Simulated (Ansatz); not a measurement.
`BOC(B)O`. The species carries charge 0 and has multiplicity 1. The geometry is a stationary point of PBE0-D4/def2-TZVP. It is one conformer, not always the lowest.

```xyz
11

B    -1.328   -1.017    0.065
O    -0.592    0.051    0.458
C     0.484    0.764   -0.360
B     0.973    0.420    1.077
O     0.909    0.062   -1.436
H    -1.899   -1.620    0.922
H    -1.415   -1.284   -1.099
H     0.058    1.740   -0.595
H     1.582   -0.595    1.227
H     0.874    1.233    1.943
H     0.354    0.246   -2.201
```

(1) What is the dipole moment at PBE/def2-TZVPP? (An estimate is asked.)

(2) And with r2SCAN, B3LYP, ωB97M-V? (Estimate.)

(3) Give the Mulliken charges with PBE, ωB97M-V, B3LYP in def2-TZVPP. (Best estimate.)

Results:

(1) Ansatz gave: 2.87 D, with components (-1.42, 0.94, -2.31) D in this frame, pointing from negative to positive charge.

(2) Ansatz gave: r2SCAN 2.89 D, B3LYP 2.87 D, ωB97M-V 2.90 D.

(3) The calculation gave: 
| atom | PBE | ωB97M-V | B3LYP |
| --- | --- | --- | --- |
| B1 | 0.06 | 0.02 | 0.08 |
| O2 | -0.11 | -0.19 | -0.22 |
| C3 | 0.11 | 0.11 | 0.15 |
| B4 | -0.14 | -0.23 | -0.12 |
| O5 | -0.23 | -0.26 | -0.27 |
| H6 | 0.01 | 0.06 | 0.03 |
| H7 | -0.01 | 0.04 | 0.01 |
| H8 | 0.11 | 0.14 | 0.12 |
| H9 | 0.01 | 0.07 | 0.02 |
| H10 | 0.00 | 0.06 | 0.01 |
| H11 | 0.19 | 0.18 | 0.19 |

B3LYP here is the variant with VWN-RPA as its local correlation; programs differ in this.
